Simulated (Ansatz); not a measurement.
C4H6F4, SMILES `CC(F)(F)C(F)CF`, relaxed with RKS PBE0-D4/def2-TZVP in Ansatz from a PBE-D4/def2-SVP geometry. The force threshold is 0.005 eV/Å; the program also tests the step.

Total charge 0; spin multiplicity 1.

Start:

```xyz
14

C     0.714    1.191   -0.969
C    -0.063   -0.106   -0.979
F    -1.400    0.142   -1.230
F     0.392   -0.895   -2.006
C     0.010   -0.939    0.314
F     1.349   -1.162    0.609
C    -0.679   -0.288    1.500
F    -0.798   -1.197    2.533
H     0.302    1.891   -0.217
H     0.647    1.656   -1.971
H     1.772    0.983   -0.729
H    -0.474   -1.919    0.104
H    -1.689    0.059    1.190
H    -0.085    0.584    1.852
```

Problem. By how much does the energy fall, and how many steps does the optimiser take? (Estimate.)

Solution. The calculation gave: 0.06 eV, in 8 steps, 1 of them rejected.

Problem. Which bonds change most? (Estimate.)

Solution. The calculation gave: C7–H14 from 1.113 to 1.094 Å; C7–H13 from 1.111 to 1.093 Å; C5–H12 from 1.113 to 1.095 Å; C1–H10 from 1.106 to 1.090 Å.

Problem. Give the relaxed structure. (An estimate is asked.)

Solution. The calculation gave: 
```xyz
14

C     0.679    1.192   -0.947
C    -0.051   -0.119   -0.980
F    -1.370    0.086   -1.274
F     0.450   -0.888   -1.982
C    -0.004   -0.949    0.302
F     1.315   -1.226    0.585
C    -0.641   -0.260    1.480
F    -0.812   -1.164    2.502
H     0.221    1.865   -0.222
H     0.628    1.646   -1.936
H     1.721    1.026   -0.677
H    -0.516   -1.896    0.105
H    -1.619    0.138    1.199
H     0.001    0.548    1.843
```
